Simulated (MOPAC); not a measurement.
A run for MOPAC: PM7 on CH4OSn (SMILES C[O][SnH]), a point of a torsion scan.

```
PM7 1SCF PRECISE CHARGE=0 THREADS=1
CH4OSn

C     -0.82939256 1    -0.27185500 1     0.19935540 1
O     -0.48527300 1     0.79854661 1    -0.64271688 1
Sn    -0.52535743 1     1.67967222 1    -2.42974973 1
H     -0.41705245 1    -1.20935826 1    -0.17728480 1
H     -1.91317014 1    -0.37410319 1     0.27205226 1
H     -0.42165841 1    -0.07671520 1     1.19429378 1
H     -1.49596469 1     0.45295321 1    -3.54348688 1
```

The log:

```
*******************************************************************************
 **                                                                           **
 **                              MOPAC v23.2.5                                **
 **                                                                           **
 *******************************************************************************
 ** MOPAC's Digital Object Identifier: https://doi.org/10.5281/zenodo.6511958 **
 **                                                                           **
 ** Please cite the open-source release paper for use of this MOPAC version:  **
 ** J. E. Moussa and J. J. P. Stewart (2026)                                  **
 ** MOPAC: An open-source semiempirical molecular orbital program             **
 ** J. Open Source Softw., 11(119), 8025, https://doi.org/10.21105/joss.08025 **
 *******************************************************************************

                              PM7 CALCULATION RESULTS

 *******************************************************************************
 *  PM7        - The PM7 Hamiltonian to be used
 *
 *
 *
 *                 CHARGE ON SYSTEM = 0
 *
 *
 *
 *  PRECISE    - TIGHTER CRITERIA TO BE USED
 *  1SCF       - DO 1 SCF AND THEN STOP
 *  THREADS=1  - MULTI-THREADING NOT USED
 *  T=         - A TIME OF 172800.0 SECONDS REQUESTED
 *  DUMP=N     - RESTART FILE WRITTEN EVERY 7200.0 SECONDS REQUESTED
 *******************************************************************************
PM7 1SCF PRECISE CHARGE=0 THREADS=1
 CH4OSn

   ATOM   CHEMICAL          X               Y               Z
  NUMBER   SYMBOL      (ANGSTROMS)     (ANGSTROMS)     (ANGSTROMS)

     1       C         -0.82939256  *  -0.27185500  *   0.19935540  *
     2       O         -0.48527300  *   0.79854661  *  -0.64271688  *
     3      Sn         -0.52535743  *   1.67967222  *  -2.42974973  *
     4       H         -0.41705245  *  -1.20935826  *  -0.17728480  *
     5       H         -1.91317014  *  -0.37410319  *   0.27205226  *
     6       H         -0.42165841  *  -0.07671520  *   1.19429378  *
     7       H         -1.49596469  *   0.45295321  *  -3.54348688  *



          CARTESIAN COORDINATES

    NO.       ATOM           X           Y           Z

     1         C         -0.8294     -0.2719      0.1994
     2         O         -0.4853      0.7985     -0.6427
     3        Sn         -0.5254      1.6797     -2.4297
     4         H         -0.4171     -1.2094     -0.1773
     5         H         -1.9132     -0.3741      0.2721
     6         H         -0.4217     -0.0767      1.1943
     7         H         -1.4960      0.4530     -3.5435

 General Reference for PM7:
 "Optimization of Parameters for Semiempirical Methods VI: More Modifications to the
 NDDO Approximations and Re-optimization of Parameters", J. J. P. Stewart, J. Mol. Mod., 1:32, 19 (2013)
 https://link.springer.com/article/10.1007/s00894-012-1667-x

           Empirical Formula: C H4 O Sn  =     7 atoms



      MOLECULAR POINT GROUP   :   Cs


      RHF CALCULATION, NO. OF DOUBLY OCCUPIED LEVELS = 9


 -------------------------------------------------------------------------------
 PM7 1SCF PRECISE CHARGE=0 THREADS=1
 CH4OSn



     1SCF WAS SPECIFIED, SO BFGS WAS NOT USED
     SCF FIELD WAS ACHIEVED


                              PM7 CALCULATION
                                                       MOPAC v23.2.5 Linux




          FINAL HEAT OF FORMATION =          6.14938 KCAL/MOL =      25.72899 KJ/MOL


          COSMO AREA              =        116.41 SQUARE ANGSTROMS
          COSMO VOLUME            =        104.30 CUBIC ANGSTROMS

          IONIZATION POTENTIAL    =          8.844016 EV
          HOMO LUMO ENERGIES (EV) =         -8.844  2.389
          NO. OF FILLED LEVELS    =          9
          MOLECULAR WEIGHT        =        150.7320         POINT GROUP:  Cs

          MOLECULAR DIMENSIONS (Angstroms)

            Atom       Atom       Distance
            H     7    H     6     4.88684
           Sn     3    H     4     2.66043
            H     5    H     4     1.66560


          SCF CALCULATIONS        =          1





   ATOM   CHEMICAL          X               Y               Z
  NUMBER   SYMBOL      (ANGSTROMS)     (ANGSTROMS)     (ANGSTROMS)

     1       C         -0.82939256  *  -0.27185500  *   0.19935540  *
     2       O         -0.48527300  *   0.79854661  *  -0.64271688  *
     3      Sn         -0.52535743  *   1.67967222  *  -2.42974973  *
     4       H         -0.41705245  *  -1.20935826  *  -0.17728480  *
     5       H         -1.91317014  *  -0.37410319  *   0.27205226  *
     6       H         -0.42165841  *  -0.07671520  *   1.19429378  *
     7       H         -1.49596469  *   0.45295321  *  -3.54348688  *

                             CARTESIAN COORDINATES

   1    C       -0.829392560    -0.271855000     0.199355400
   2    O       -0.485273000     0.798546610    -0.642716880
   3   Sn       -0.525357430     1.679672220    -2.429749730
   4    H       -0.417052450    -1.209358260    -0.177284800
   5    H       -1.913170140    -0.374103190     0.272052260
   6    H       -0.421658410    -0.076715200     1.194293780
   7    H       -1.495964690     0.452953210    -3.543486880


           Empirical Formula: C H4 O Sn  =     7 atoms



      MOLECULAR POINT GROUP   :   Cs


                  EIGENVALUES
 -26.62843 -22.80429 -15.48358 -14.51097 -14.42731 -11.95041 -10.20590 -10.18224
  -8.84402   2.38929   2.63724   3.43609   5.83058   6.07947   6.16966   6.76429


              NET ATOMIC CHARGES AND DIPOLE CONTRIBUTIONS

  ATOM NO.   TYPE          CHARGE      No. of ELECS.   s-Pop       p-Pop
    1          C           0.016686        3.9833     1.06043     2.92288
    2          O          -0.943233        6.9432     1.77717     5.16607
    3         Sn           0.755936        3.2441     1.71574     1.52832
    4          H           0.088155        0.9118     0.91184
    5          H           0.088312        0.9117     0.91169
    6          H           0.114003        0.8860     0.88600
    7          H          -0.119859        1.1199     1.11986
 DIPOLE           X         Y         Z       TOTAL
 POINT-CHG.    -0.133     1.486    -3.160     3.494
 HYBRID        -1.274    -3.566     2.183     4.371
 SUM           -1.407    -2.080    -0.977     2.695


          ATOMIC ORBITAL ELECTRON POPULATIONS

     Atom    s        px        py        pz
    1  C   1.06043   1.07506   0.87692   0.97091
    2  O   1.77717   1.89799   1.60618   1.66190
    3 Sn   1.71574   0.30622   0.78519   0.43691
    4  H   0.91184
    5  H   0.91169
    6  H   0.88600
    7  H   1.11986

 **********************
 *                    *
 * JOB ENDED NORMALLY *
 *                    *
 **********************




 == MOPAC DONE ==
```

The run finished.

Cost: very roughly 0.020 core-seconds.
